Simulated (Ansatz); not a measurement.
Gas-phase electronic energies from Ansatz, PBE0-D4/def2-TZVP geometries. CCSD(T)/CBS adds triple-zeta CCSD(T) − MP2 to the extrapolated MP2 energy (def2 sets, frozen cores). This one scheme is used for every species. DFT in def2-TZVPP. B3LYP here is the variant with VWN-RPA as its local correlation; programs differ in this. Each species was taken in one conformer, which may not be the lowest.

Consider the cleavage of the Si–Si bond: `F[Si](F)(Cl)[SiH](Cl)Cl` + `N[SiH](F)F` → `F[SiH](F)N[SiH](Cl)Cl` + `F[SiH](F)Cl`.

**Question.** Is it downhill or uphill in electronic energy at CCSD(T)/CBS, and by how much? (Estimate.)

**Answer.** Computed: Downhill: ΔE = -89.7 kJ/mol.

**Question.** What do these levels give: B3LYP-D4, ωB97X-V, B2PLYP, PBE, B3LYP, MP2/def2-TZVPP, SCS-MP2/def2-TZVPP, CCSD/def2-TZVPP, CCSD(T)/def2-TZVPP, HF/def2-QZVPP, MP2/def2-QZVPP, CCSD/CBS(def2)? (An estimate is asked.)

**Answer.** The calculation gave: B3LYP-D4 -80.2, ωB97X-V -84.2, B2PLYP -88.6, PBE -64.4, B3LYP -80.9, MP2/def2-TZVPP -98.6, SCS-MP2/def2-TZVPP -98.7, CCSD/def2-TZVPP -94.0, CCSD(T)/def2-TZVPP -92.4, HF/def2-QZVPP -103.8, MP2/def2-QZVPP -97.6, CCSD/CBS(def2) -91.3 kJ/mol.

Largest T1 diagnostic among the species: 0.011.

From PBE to PBE0 (25 % exact exchange), in def2-TZVPP and without D4, ΔE moves by −9.3 kJ/mol. In def2-TZVPP, CCSD(T) changes the Hartree–Fock value by +9.9 kJ/mol (the triples alone add +1.7 kJ/mol) and MP2 by +3.7 kJ/mol.
